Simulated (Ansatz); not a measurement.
Consider the redistribution: `N#[C][Sn]([C]#N)([C]#N)[C]#N` + `[SiH3][GaH2]` → `N#[C][SnH]([C]#N)[C]#N` + `N#C[SiH2][GaH2]`.

Program: Ansatz. Geometries: PBE0-D4/def2-TZVP. ΔE: electronic, gas phase. CCSD(T)/CBS adds triple-zeta CCSD(T) − MP2 to the extrapolated MP2 energy (def2 sets, frozen cores). DFT in def2-TZVPP. def2 core potentials past Kr. For Ga, Sn outer-core shells are correlated without core-valence functions, which leaves a few kJ/mol of doubt a bond. Scalar relativity is left out up to krypton.

`N#[C][Sn]([C]#N)([C]#N)[C]#N`:

Cartesian coordinates in Å:
```
N 0.063 2.542 1.981
C 0.041 1.634 1.274
Sn 0.000 0.000 0.000
C 1.931 -0.461 -0.596
N 3.003 -0.719 -0.926
C -1.148 0.452 -1.666
N -1.786 0.704 -2.590
C -0.824 -1.625 0.987
N -1.282 -2.528 1.535
```

`[SiH3][GaH2]`:

Cartesian coordinates in Å:
```
Si 0.885 0.324 -0.428
Ga -1.160 -0.457 0.591
H 1.294 -0.543 -1.569
H 2.022 0.393 0.531
H 0.665 1.697 -0.968
H -2.348 -0.965 -0.307
H -1.357 -0.450 2.151
```

`N#[C][SnH]([C]#N)[C]#N`:

```xyz
8

N    -0.895   -2.492   -1.576
C    -0.496   -1.510   -1.127
Sn    0.252    0.283   -0.369
C     1.501   -0.214    1.224
N     2.217   -0.470    2.089
C    -1.370    1.314    0.439
N    -2.260    1.909    0.864
H     1.051    1.182   -1.544
```

`N#C[SiH2][GaH2]`:

Cartesian coordinates in Å:
```
N 1.409 0.493 -2.597
C 0.594 0.446 -1.784
Si -0.657 0.333 -0.424
Ga 0.330 -0.633 1.565
H -1.774 -0.485 -0.965
H -1.147 1.719 -0.205
H -0.587 -0.806 2.825
H 1.832 -1.068 1.585
```

| level | ΔE (kJ/mol) |
| --- | --- |
| revPBE | -57.0 |
| LC-ωPBE | -59.5 |
| MP2/def2-TZVPP | -51.0 |
| SCS-MP2/def2-QZVPP | -50.4 |

(1) What does CCSD(T)/CBS give? (An estimate is asked.)

Largest T1 diagnostic among the species: 0.015.

## Answers

(1) The calculation gave: -50.9 kJ/mol. The listed levels differ from it by -6.1, -8.6, -0.1, 0.5 kJ/mol.

At CCSD(T), def2-SVP lies +3.7 kJ/mol from the extrapolated value and def2-TZVPP +0.7 kJ/mol. Leaving LDA and LC-ωPBE aside and taking each functional with its dispersion term where it has one, the values, not all of them listed here, spread over 5.9 kJ/mol, from r2SCAN0-D4 to revPBE-D4. LDA lies −7.5 kJ/mol from PBE without D4.
